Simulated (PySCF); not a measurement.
**Working out the excitation energy of O⁺**

O⁺ [He] 2s2 2p3 (4S) → O⁺ [He] 2s2 2p2 3s1 (4P). Computed with PySCF 2.14 in aug-cc-pwCVDZ, with no relativity, point nucleus. Frozen: nothing. Energies in hartree (1 hartree = 27.21139 eV):

```
             part  O⁺ (lower)  O⁺ (upper)
              UHF  -74.353906  -73.517508
MP2 opposite-spin   -0.081060   -0.082223
    MP2 same-spin   -0.025777   -0.016454
```

Problem. What does Hartree-Fock give?

Solution. (-73.517508) − (-74.353906) = 0.836398 hartree = 22.760 eV.

Problem. What do MP2 and SCS-MP2 (6/5 opposite-spin, 1/3 same-spin) give?

Solution. The opposite-spin parts differ by -0.032 eV and the same-spin parts by 0.254 eV. MP2: 22.760 + (-0.032) + (0.254) = 22.982 eV. SCS-MP2: 22.760 + 1.2 × (-0.032) + (0.254)/3 = 22.806 eV.

Measured between the centres of the two terms (NIST): 22.987 eV, so MP2 (valence and next inner shell) is off by -0.005 eV.

A double-zeta basis recovers only part of the correlation energy.

What remains against the reference includes basis incompleteness and correlation beyond second order.
